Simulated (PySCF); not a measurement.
HgI, SMILES [I][Hg+], charge +1.

Coordinates come from a r2SCAN-D4/def2-TZVP optimisation. The spin state was assumed, not searched. The def2 effective core potentials stand for the cores of Hg, I; spin–orbit coupling is left out.

All values below come from TDDFT-ωB97X/def2-TZVPD in PySCF.

Vertical excitations; the highest root listed may be one member of a degenerate set. Isolated molecule, no solvent. State labels are in the subgroup C2v.

Computed UV-visible absorptions:
| state | symmetry | energy (eV) | λ (nm) | f | main pairs |
|---|---|---|---|---|---|
| S1 | B2 | 1.65 | 750 | 0.002 | HOMO→LUMO (degenerate set) |
| S2 | B1 | 1.65 | 750 | 0.002 | HOMO−1→LUMO (degenerate set) |
| S3 | A1 | 4.70 | 264 | 0.250 | HOMO−2→LUMO 87 % |
| S4 | A2 | 6.57 | 189 | 0.000 | HOMO−1→LUMO+2 48 %, HOMO→LUMO+1 48 % |
| S5 | A2 | 6.58 | 188 | 0.000 | HOMO→LUMO+1, HOMO−1→LUMO+2 (degenerate set) |
| S6 | A1 | 6.58 | 188 | 0.000 | HOMO−1→LUMO+1, HOMO→LUMO+2 (degenerate set) |
| S7 | A1 | 7.23 | 171 | 0.266 | HOMO→LUMO+2 36 %, HOMO−1→LUMO+1 36 %, HOMO−7→LUMO 22 % |
| S8 | A2 | 7.28 | 170 | 0.000 | HOMO−3→LUMO (degenerate set) |
| S9 | A1 | 7.28 | 170 | 0.000 | HOMO−4→LUMO (degenerate set) |
| S10 | B1 | 7.75 | 160 | 0.000 | HOMO−6→LUMO 95 % |
| T1 | B1 | 1.16 | 1072 | 0 | HOMO−1→LUMO (degenerate set) |
| T2 | B2 | 1.16 | 1072 | 0 | HOMO→LUMO (degenerate set) |
| T3 | A1 | 3.05 | 406 | 0 | HOMO−2→LUMO 99 % |
| T4 | A1 | 6.36 | 195 | 0 | HOMO→LUMO+2 48 %, HOMO−1→LUMO+1 48 % |
Triplets are in the Tamm–Dancoff approximation, which puts them higher than full response would, so one can lie above its singlet here.
